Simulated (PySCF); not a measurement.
PySCF input for C₃H₆FNSi, SMILES C#C[C@@H]([SiH2]F)N, TDA-PBE/def2-SVPD. Geometry optimised at ωB97X-D3(BJ)/def2-SVP. The structure was generated by enumeration; whether it is a known compound was not checked. Other conformers were not sampled.

```python
import numpy as np
from pyscf import gto, scf, dft, tdscf

mol = gto.M(
    atom='''
    C     2.72883607   -0.45815410   -0.65448009
    C     1.70165658   -0.36353424   -0.02179211
    C     0.40279713   -0.20918370    0.63935637
    N    -0.19012307   -1.50297855    1.01547619
    Si   -0.70114791    0.76632457   -0.54815070
    F    -2.17446830    0.82474093    0.16105753
    H     3.65623427   -0.54942957   -1.19253406
    H     0.55355699    0.38530764    1.55836615
    H    -0.27999655   -2.09727984    0.19148261
    H    -1.13290209   -1.35081633    1.37322683
    H    -0.84233647    0.00771113   -1.81836073
    H    -0.23714785    2.15937652   -0.77442686
    ''',
    basis='def2-SVPD',
    charge=0,
    spin=0,
    max_memory=1600,
    verbose=4,
)
mf = dft.RKS(mol, xc='pbe').density_fit(auxbasis='def2-universal-jkfit')
mf.grids.level = 3
mf.conv_tol = 1e-9
mf.max_cycle = 100
mf.kernel()
mf.grids = dft.Grids(mol).set(level=1).build(with_non0tab=True)  # coarser grid for the response kernel
td = tdscf.TDA(mf)
td.singlet = True
td.nstates = 10
td.conv_tol = 1e-4
td.positive_eig_threshold = 1e-6
td.kernel(x0=td.get_init_guess(mf, 15))
td.analyze()
tt = tdscf.TDA(mf)
tt.singlet = False
tt.nstates = 4
tt.conv_tol = 1e-4
tt.positive_eig_threshold = 1e-6
tt.kernel(x0=tt.get_init_guess(mf, 9))
tt.analyze(verbose=3)
```

Program output:

```
PySCF version 2.14.0

[INPUT] verbose = 4
[INPUT] num. atoms = 12
[INPUT] num. electrons = 54
[INPUT] charge = 0
[INPUT] spin (= nelec alpha-beta = 2S) = 0
[INPUT] symmetry False subgroup None
[INPUT] Mole.unit = angstrom
[INPUT] Symbol           X                Y                Z      unit          X                Y                Z       unit  Magmom
[INPUT]  1 C      2.728836070000  -0.458154100000  -0.654480090000 AA    5.156752811134  -0.865785771847  -1.236788124081 Bohr   0.0
[INPUT]  2 C      1.701656580000  -0.363534240000  -0.021792110000 AA    3.215664894264  -0.686980150502  -0.041181119576 Bohr   0.0
[INPUT]  3 C      0.402797130000  -0.209183700000   0.639356370000 AA    0.761176259461  -0.395299902723   1.208208435296 Bohr   0.0
[INPUT]  4 N     -0.190123070000  -1.502978550000   1.015476190000 AA   -0.359280532262  -2.840217830596   1.918971885117 Bohr   0.0
[INPUT]  5 Si    -0.701147910000   0.766324570000  -0.548150700000 AA   -1.324977522711   1.448143559825  -1.035854697989 Bohr   0.0
[INPUT]  6 F     -2.174468300000   0.824740930000   0.161057530000 AA   -4.109149553549   1.558534481419   0.304354621999 Bohr   0.0
[INPUT]  7 H      3.656234270000  -0.549429570000  -1.192534060000 AA    6.909281417549  -1.038271412038  -2.253562767616 Bohr   0.0
[INPUT]  8 H      0.553556990000   0.385307640000   1.558366150000 AA    1.046071105439   0.728125913303   2.944885225293 Bohr   0.0
[INPUT]  9 H     -0.279996550000  -2.097279840000   0.191482610000 AA   -0.529116795323  -3.963284504172   0.361849690517 Bohr   0.0
[INPUT] 10 H     -1.132902090000  -1.350816330000   1.373226830000 AA   -2.140874676047  -2.552672908290   2.595022615605 Bohr   0.0
[INPUT] 11 H     -0.842336470000   0.007711130000  -1.818360730000 AA   -1.591785233033   0.014571923811  -3.436203775364 Bohr   0.0
[INPUT] 12 H     -0.237147850000   2.159376520000  -0.774426860000 AA   -0.448144487529   4.080630222616  -1.463454668907 Bohr   0.0

nuclear repulsion = 277.432283467312
number of shells = 75
number of NR pGTOs = 255
number of NR cGTOs = 175
basis = def2-SVPD
ecp = {}


[settings echo left out]
init E= -561.596497758174
  HOMO = -0.27447791450742  LUMO = -0.0820531814981531  gap/eV = 5.23614
cycle= 1 E= -561.147299458848  delta_E= 0.449  |g|= 0.678  |ddm|= 8.83
  HOMO = -0.135134377821232  LUMO = -0.021383973183942  gap/eV = 3.09531
cycle= 2 E= -560.889320650594  delta_E= 0.258  |g|= 1.35  |ddm|=    5
  HOMO = -0.202288995718328  LUMO = -0.0360750258959426  gap/eV = 4.52291
cycle= 3 E= -561.241385300807  delta_E= -0.352  |g|= 0.17  |ddm|= 3.16
  HOMO = -0.210191712682323  LUMO = -0.0437465282971141  gap/eV = 4.52920
cycle= 4 E= -561.247548662432  delta_E= -0.00616  |g|= 0.0553  |ddm|= 0.425
  HOMO = -0.206811144408569  LUMO = -0.0415996094452904  gap/eV = 4.49563
cycle= 5 E= -561.248265774952  delta_E= -0.000717  |g|= 0.0205  |ddm|= 0.142
  HOMO = -0.208230850689978  LUMO = -0.0414577905151021  gap/eV = 4.53813
cycle= 6 E= -561.248319527588  delta_E= -5.38e-05  |g|= 0.0141  |ddm|= 0.0494
  HOMO = -0.207918513763796  LUMO = -0.041369669475972  gap/eV = 4.53202
cycle= 7 E= -561.248371309777  delta_E= -5.18e-05  |g|= 0.00355  |ddm|= 0.0208
  HOMO = -0.207774033250567  LUMO = -0.0414349188474334  gap/eV = 4.52632
cycle= 8 E= -561.248374137319  delta_E= -2.83e-06  |g|= 0.000716  |ddm|= 0.00801
  HOMO = -0.207835073914081  LUMO = -0.0414563803370873  gap/eV = 4.52739
cycle= 9 E= -561.24837425201  delta_E= -1.15e-07  |g|= 0.000144  |ddm|= 0.00222
  HOMO = -0.207828132701972  LUMO = -0.0414510845795819  gap/eV = 4.52735
cycle= 10 E= -561.248374256817  delta_E= -4.81e-09  |g|= 4.18e-05  |ddm|= 0.00037
  HOMO = -0.207833119410637  LUMO = -0.0414530924288146  gap/eV = 4.52743
cycle= 11 E= -561.248374257063  delta_E= -2.46e-10  |g|= 3.19e-05  |ddm|= 0.000122
  HOMO = -0.207831607823417  LUMO = -0.041453024638491  gap/eV = 4.52739
cycle= 12 E= -561.248374257302  delta_E= -2.39e-10  |g|= 3.65e-06  |ddm|= 5.15e-05
  HOMO = -0.207831193197267  LUMO = -0.0414526375424762  gap/eV = 4.52739
Extra cycle  E= -561.248374257301  delta_E= 9.09e-13  |g|= 5.72e-06  |ddm|= 1.77e-05
converged SCF energy = -561.248374257301
tot grids = 47208
Overwritten attributes  positive_eig_threshold  of <class 'pyscf.tdscf.rks.TDA'>


******** <class 'pyscf.tdscf.rks.TDA'> for <class 'pyscf.df.df_jk.DFRKS'> ********
nstates = 10 singlet
deg_eia_thresh = 1.000e-03
wfnsym = None
conv_tol = 0.0001
eigh lindep = 1e-12
eigh level_shift = 0
eigh max_cycle = 100


Excitation energies (eV)
[4.69669537 5.23591066 5.624244   5.8274798  5.99647214 6.28492115
 6.36438264 6.50907781 6.60939968 6.63357889]

** Singlet excitation energies and oscillator strengths **
Excited State   1:      4.69670 eV    263.98 nm  f=0.0128
      27 -> 28       -0.69821
Excited State   2:      5.23591 eV    236.80 nm  f=0.0039
      27 -> 29       -0.69588
Excited State   3:      5.62424 eV    220.45 nm  f=0.0106
      27 -> 30        0.68176
Excited State   4:      5.82748 eV    212.76 nm  f=0.0127
      25 -> 28       -0.10446
      26 -> 28       -0.20622
      27 -> 31       -0.66445
Excited State   5:      5.99647 eV    206.76 nm  f=0.0117
      25 -> 28       -0.26179
      26 -> 28        0.62671
      27 -> 31       -0.14386
Excited State   6:      6.28492 eV    197.27 nm  f=0.0458
      25 -> 28        0.53686
      25 -> 29       -0.16043
      26 -> 28        0.17230
      26 -> 29        0.29239
      27 -> 31       -0.11686
      27 -> 32       -0.12874
      27 -> 33       -0.10798
Excited State   7:      6.36438 eV    194.81 nm  f=0.0812
      27 -> 32       -0.66328
      27 -> 33        0.14110
      27 -> 34       -0.11697
Excited State   8:      6.50908 eV    190.48 nm  f=0.0217
      26 -> 29       -0.11460
      27 -> 33       -0.66963
      27 -> 34       -0.12182
Excited State   9:      6.60940 eV    187.59 nm  f=0.0063
      25 -> 29       -0.33334
      26 -> 29       -0.30619
      27 -> 34        0.52858
Excited State  10:      6.63358 eV    186.90 nm  f=0.0404
      25 -> 29       -0.39804
      26 -> 29       -0.31870
      27 -> 32        0.10836
      27 -> 33        0.10260
      27 -> 34       -0.42624
      27 -> 36        0.11037

** Transition electric dipole moments (AU) **
state          X           Y           Z        Dip. S.      Osc.
  1         0.1013      0.2266     -0.2224      0.1111      0.0128
  2        -0.1487      0.0166      0.0894      0.0304      0.0039
  3        -0.2025      0.1770      0.0659      0.0767      0.0106
  4         0.2519     -0.1369      0.0812      0.0888      0.0127
  5         0.1416     -0.1802      0.1647      0.0796      0.0117
  6         0.5074     -0.1811     -0.0843      0.2974      0.0458
  7        -0.2453      0.4205     -0.5329      0.5210      0.0812
  8        -0.3002      0.1550     -0.1477      0.1360      0.0217
  9         0.1355     -0.1155     -0.0853      0.0390      0.0063
 10         0.2453     -0.2919      0.3209      0.2484      0.0404

** Transition velocity dipole moments (imaginary part, AU) **
state          X           Y           Z        Dip. S.      Osc.
  1        -0.0153      0.0109     -0.0093      0.0004      0.0017
  2        -0.0172      0.0120     -0.0257      0.0011      0.0038
  3        -0.0238      0.0074      0.0036      0.0006      0.0020
  4         0.0210     -0.0180     -0.0033      0.0008      0.0024
  5         0.0225     -0.0182      0.0228      0.0014      0.0041
  6         0.0543     -0.0330     -0.0129      0.0042      0.0121
  7        -0.0561      0.0710     -0.0951      0.0172      0.0491
  8        -0.0555      0.0228     -0.0398      0.0052      0.0144
  9         0.0098     -0.0171     -0.0001      0.0004      0.0011
 10         0.0452     -0.0438      0.0490      0.0064      0.0174

** Transition magnetic dipole moments (imaginary part, AU) **
state          X           Y           Z
  1        -0.2883      0.0526      0.2535
  2        -0.3517      0.1143      0.1686
  3         0.3025      0.1097     -0.3891
  4         0.0727      0.0014      0.0495
  5         0.0221      0.1480      0.0364
  6         0.0587     -0.1580      0.2608
  7         0.2976     -0.1116     -0.0903
  8        -0.1810      0.2585      0.2086
  9         0.0545      0.3808      0.1797
 10         0.0078      0.1642      0.2619


******** <class 'pyscf.tdscf.rks.TDA'> for <class 'pyscf.df.df_jk.DFRKS'> ********
nstates = 4 triplet
deg_eia_thresh = 1.000e-03
wfnsym = None
conv_tol = 0.0001
eigh lindep = 1e-12
eigh level_shift = 0
eigh max_cycle = 100


Excitation energies (eV)
[4.35101308 4.94492853 5.23661859 5.41400124]

** Triplet excitation energies and oscillator strengths **
Excited State   1:      4.35101 eV    284.95 nm  f=0.0000
Excited State   2:      4.94493 eV    250.73 nm  f=0.0000
Excited State   3:      5.23662 eV    236.76 nm  f=0.0000
Excited State   4:      5.41400 eV    229.01 nm  f=0.0000
```

The calculation finished and met its thresholds.
